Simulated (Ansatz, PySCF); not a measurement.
VOF, SMILES [O]=[V][F] (connectivity only; charge and spin as stated), neutral, multiplicity 3. Atoms are numbered in the order given.

```xyz
3

V      0.1413     0.0974     0.0000
O     -0.4431     1.5817     0.0000
F     -0.2910    -1.6771     0.0000
```
Charge 0, spin multiplicity 3.

Coordinates come from a B3LYP-D3(BJ)/def2-TZVP optimisation. The spin state was assumed, not searched.

Two levels are set side by side: PBE-D3(BJ)/def2-TZVP (Ansatz, a program for electronic structure) and B3LYP-D3(BJ)/def2-TZVP (Ansatz). Each level has its own optimised geometry; the coordinates shown are those of the second. Frequencies come from the Hessian of PySCF at each geometry. Differences are taken from unrounded values.

```json
[
 {"quantity": "mean bond length (Å)", "B3LYP-D3(BJ)": "1.711", "PBE-D3(BJ)": "1.690", "PBE-D3(BJ) minus B3LYP-D3(BJ)": "-0.020"},
 {"quantity": "bond V1–O2 (Å)", "B3LYP-D3(BJ)": "1.595", "PBE-D3(BJ)": "1.592", "PBE-D3(BJ) minus B3LYP-D3(BJ)": "-0.003"},
 {"quantity": "bond V1–F3 (Å)", "B3LYP-D3(BJ)": "1.826", "PBE-D3(BJ)": "1.789", "PBE-D3(BJ) minus B3LYP-D3(BJ)": "-0.038"},
 {"quantity": "highest harmonic wavenumber (cm⁻¹)", "B3LYP-D3(BJ)": "1053", "PBE-D3(BJ)": "1033", "PBE-D3(BJ) minus B3LYP-D3(BJ)": "-20"},
 {"quantity": "mean harmonic wavenumber (cm⁻¹)", "B3LYP-D3(BJ)": "605", "PBE-D3(BJ)": "625", "PBE-D3(BJ) minus B3LYP-D3(BJ)": "20"},
 {"quantity": "zero-point energy (kcal/mol)", "B3LYP-D3(BJ)": "2.60", "PBE-D3(BJ)": "2.68", "PBE-D3(BJ) minus B3LYP-D3(BJ)": "0.08"}
]
```
